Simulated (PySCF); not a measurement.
# AlSi3H9O3

The system: AlSi3H9O3, a molecule drawn to mimic a surface site (built as: Si site whose three back bonds go to SiH3, SiH3, OAl(OH)2; end group H); neutral, singlet. The structure, one conformer, was relaxed in the gas phase by PBE0-D3(BJ)/def2-SVP. No frequency run checks that it is a minimum.

SMILES: [OH][Al]([OH])[O][SiH]([SiH3])[SiH3]

| atom | x (Å) | y (Å) | z (Å) |
| --- | --- | --- | --- |
| Si1 | -0.779 | -0.072 | 0.863 |
| Si2 | 0.737 | 0.204 | 2.636 |
| Si3 | -0.976 | 1.967 | -0.301 |
| O4 | -0.229 | -1.306 | -0.113 |
| Al5 | 0.353 | -1.509 | -1.694 |
| O6 | 0.914 | -2.990 | -2.283 |
| O7 | 0.341 | -0.121 | -2.659 |
| H8 | -2.123 | -0.436 | 1.419 |
| H9 | 0.907 | -1.061 | 3.418 |
| H10 | 0.271 | 1.284 | 3.564 |
| H11 | 2.074 | 0.600 | 2.088 |
| H12 | -1.502 | 2.983 | 0.669 |
| H13 | 0.359 | 2.434 | -0.783 |
| H14 | -1.928 | 1.873 | -1.448 |
| H15 | 0.943 | -3.807 | -1.784 |
| H16 | 0.626 | -0.054 | -3.571 |

Shieldings: GIAO PBE0/pcSseg-1. Shifts are against computed references at the same level: H TMS (σ 31.27 ppm), Si TMS (σ 352.0 ppm). Core levels by delta-SCF with SCAN, pcX-2 on the ionised atom and pcseg-1 elsewhere, spin-free X2C (2p3/2 is the spin-free 2p value less a third of a first-order spin-orbit splitting); from the vacuum level, for chosen atoms.

Question: Give the shieldings and core levels atom by atom.

Answer: 
```csv
atoms,bonded to,σ (ppm),δ (ppm),core level (eV)
Si1,1 O + 2 Si + 1 H,361.0,-9.0,2p3/2 106.61
Si2,1 Si + 3 H,457.3,-105.3,2p3/2 106.23
Si3,1 Si + 3 H,456.3,-104.3,2p3/2 106.12
O4,1 Al + 1 Si,330.2,-,1s 537.29
Al5,3 O,475.9,-,2p3/2 81.04
O6,1 Al + 1 H,325.9,-,-
O7,1 Al + 1 H,331.5,-,-
H8,1 Si,25.35,5.92,-
H9 H10 H11,1 Si,27.76,3.51,-
H12 H13 H14,1 Si,27.69,3.57,-
H15,1 O,29.85,1.42,-
H16,1 O,30.16,1.11,-
```

Values are those of this one static structure, with the three H of a rotating XH3 group averaged; atoms that internal rotation interchanges would show their mean in an NMR spectrum.

Question: Which of Si1, Si2, Si3 holds its core electrons tightest, and by how much against the loosest?

Answer: Si1 (bonded to 1 O + 2 Si + 1 H), by 0.49 eV over Si3 (bonded to 1 Si + 3 H).

Question: By CAM-B3LYP/def2-SVPD (TDDFT singlets, Tamm-Dancoff triplets, ionisation by delta-SCF), where does absorption start, and what does vertical ionisation take?

Answer: The lowest singlet lies at 5.50 eV (f 0.003), the strongest of the first 6 at 6.51 eV (f 0.137), the lowest triplet at 5.04 eV; vertical ionisation takes 9.22 eV.

The 3 runs behind this took 4.1 min in all, one thread each of Arm Neoverse V2 on a shared host, launched as `OMP_NUM_THREADS=1 python cluster_run.py task.json out`.
